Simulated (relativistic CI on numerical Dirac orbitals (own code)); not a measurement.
**Fe²⁺: sensitivity of the levels to the model**

Base calculation: Dirac-Coulomb-Breit CI, separate exchange-only KLI orbitals for each configuration, a model potential for QED, valence Slater integrals scaled by 0.85, P86 correlation energy added to each configuration.

Configuration list (outside the closed core [Ne] 3s2): 3p⁶3d⁶, 3p⁶3d⁵4s, 3p⁶3d⁵4p, 3p⁶3d⁴4s², 3p⁶3d⁵4d, 3p⁶3d⁵5s, 3p⁶3d⁵5p, 3p⁶3d⁴4s4p, 3p⁶3d⁵4f, 3p⁶3d⁵5d, 3p⁶3d⁵5g, 3p⁵3d⁷. Levels of other configurations are missing.

The lowest level and the first level of each name with at least 55 % of one term (blank where a level has no safe partner in the second run):

```csv
Level,Base (cm⁻¹),Shift (cm⁻¹)
3p⁶3d⁶ ⁵D4,0.0,0.0
3p⁶3d⁶ ⁵D3,410.0,+1.4
3p⁶3d⁶ ⁵D2,697.3,+0.3
3p⁶3d⁶ ⁵D1,881.8,-0.8
3p⁶3d⁶ ⁵D0,972.1,-1.5
3p⁶3d⁶ ³H6,19298.5,-2201.4
3p⁶3d⁶ ³H5,19543.6,-2203.5
3p⁶3d⁶ ³H4,19727.8,-2207.8
3p⁶3d⁶ ³P2,21237.0,-2441.0
3p⁶3d⁶ ³F4,22123.7,-2534.4
3p⁶3d⁶ ³F3,22359.6,-2530.4
3p⁶3d⁶ ³P1,22442.1,-2442.8
3p⁶3d⁶ ³F2,22525.9,-2526.9
3p⁶3d⁶ ³P0,22931.2,-2456.3
3p⁶3d⁶ ³G5,24349.1,-2777.2
3p⁶3d⁶ ³G4,24735.8,-2769.4
3p⁶3d⁶ ³G3,24928.3,-2774.9
3p⁶3d⁵4s ⁷S3,28855.1,+3270.0
3p⁶3d⁶ ¹I6,29029.3,-3295.4
3p⁶3d⁶ ¹G4,30754.7,-3454.4
3p⁶3d⁶ ³D1,31319.4,-3597.1
3p⁶3d⁶ ³D2,31327.9,-3602.9
```

Correlation outside the listed configurations is missing or only estimated: errors of thousands of cm⁻¹ between configurations and terms are usual at this charge. Rates and lifetimes follow the computed energies and can be off by large factors. The fine structure of a lone outer electron comes out too small, for d and f at times inverted, and misplaced configurations move strength between like terms. 66 of the 69 excited levels that our extract of the measured tables holds in this range could be paired (the sources list more); they are missed by 1154 cm⁻¹ on average and 3679 at most, and levels without a partner can miss by more.

Question: One thing was changed in a second run, which moved the levels as shown. Which?
A. valence Slater integrals scaled by 0.75
B. configuration mixing switched off
C. no correlation estimate
D. QED terms removed
E. Breit term removed

Answer: A. Valence Slater integrals scaled by 0.75. Scaling acts on the splittings between terms and on the mixing, and leaves the fine structure of pure LS terms nearly alone; in jj coupling it moves the levels of one term differently.
